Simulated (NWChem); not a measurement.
System: C2H6B cation

```xyz
9

C      0.0000     0.0000     1.4827
B      0.0000     0.0000     0.0000
C      0.0000     0.0000    -1.4827
H     -0.7883     0.6643     1.8729
H     -0.1811    -1.0148     1.8729
H      0.9694     0.3505     1.8729
H      0.3505     0.9694    -1.8729
H     -1.0148    -0.1811    -1.8729
H      0.6643    -0.7883    -1.8729
```
Atoms are numbered in this order, from 1.

Program: NWChem. Pople sets run with spherical d functions. Geometry: optimised at B3LYP/6-31G* (spherical d). Atomic charges in e: unrestrained fits to the electrostatic potential beside Mulliken populations; buried atoms are poorly determined by the fit.

Problem. What does the run give for Hartree-Fock/6-31G*? Quantities: ESP C1; Mulliken C1; ESP B2; Mulliken B2; ESP C3; Mulliken C3; relative RMS misfit of the potential (%).

Solution. 
```yaml
ESP C1: -0.55
Mulliken C1: -0.81
ESP B2: 0.86
Mulliken B2: 0.81
ESP C3: -0.56
Mulliken C3: -0.81
relative RMS misfit of the potential (%): 2
```
